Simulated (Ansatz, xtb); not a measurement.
# Isomers of C6H10N2 in order of energy

5 gas-phase structures of C6H10N2, from a drawn sample of its isomers (lower ones may exist). Each was relaxed with GFN2-xTB; where two conformers were screened, the lower at r2SCAN-D4/def2-SVP//GFN2-xTB is listed:

A. `[H]/N=C1\C=CCC[C@@H]1N`, a singlet
B. `[H]/N=C1/C=CCC[C@@H]1N`, a singlet
C. `NC1=CCC=C[C@@H]1N`, a singlet
D. `[H]/N=C1\CCC=C[C@@H]1N`, a singlet
E. `NC1=C(N)CCC=C1`, a singlet

Task: Estimate their order in r2SCAN-D4/def2-SVP//GFN2-xTB energy at these geometries, lowest first.

Result: Calculated order at r2SCAN-D4/def2-SVP//GFN2-xTB: E (0.0), A (0.3), B (1.4), C (3.7), D (5.6) kcal/mol. Less than 1 kcal/mol parts E and A, so the order within that pair means little. CCSD(T)/def2-SVP + ΔMP2/def2-TZVPP after further relaxation puts A lowest instead.

Energies above the lowest of each column, in kcal/mol; the last columns are at r2SCAN-D4/def2-SVP geometries and were run for some of them only (a dash: not run or not comparable):

```
structure  GFN2-xTB  HF/STO-3G  r2SCAN-D4/def2-SVP//GFN2-xTB  r2SCAN-D4/def2-SVP  CCSD(T)/def2-SVP + ΔMP2/def2-TZVPP
        E       0.0        7.3                           0.0                 0.0                                 3.3
        A       2.1        0.0                           0.3                 0.5                                 0.0
        B       3.5        2.7                           1.4                   –                                   –
        C       6.7       10.5                           3.7                 4.1                                 4.9
        D       5.1        3.9                           5.6                 5.8                                 4.0
```

CCSD(T)/def2-SVP + ΔMP2/def2-TZVPP puts A lowest of those it was run on; GFN2-xTB picks E, r2SCAN-D4/def2-SVP picks E. CCSD(T)/def2-SVP + ΔMP2/def2-TZVPP orders those it was run on as A (0.0), E (3.3), D (4.0), C (4.9) kcal/mol. Less than 1 kcal/mol parts E and D; D and C, so the order within those pairs means little. Flexible structures stand in one conformer each, not always the lowest. Frequencies (GFN2-xTB) were run for A, C, D, E alone. ΔMP2 is the change of the MP2 energy from the smaller to the larger basis.

Over these structures GFN2-xTB departs from r2SCAN-D4/def2-SVP//GFN2-xTB by 1.2 kcal/mol on average once a common shift is removed. A GFN2-xTB relaxation took about 0.086 s and the r2SCAN-D4/def2-SVP//GFN2-xTB energy about 5.1 s on a shared host (Ansatz 0.2.0, xtb 6.7.1).
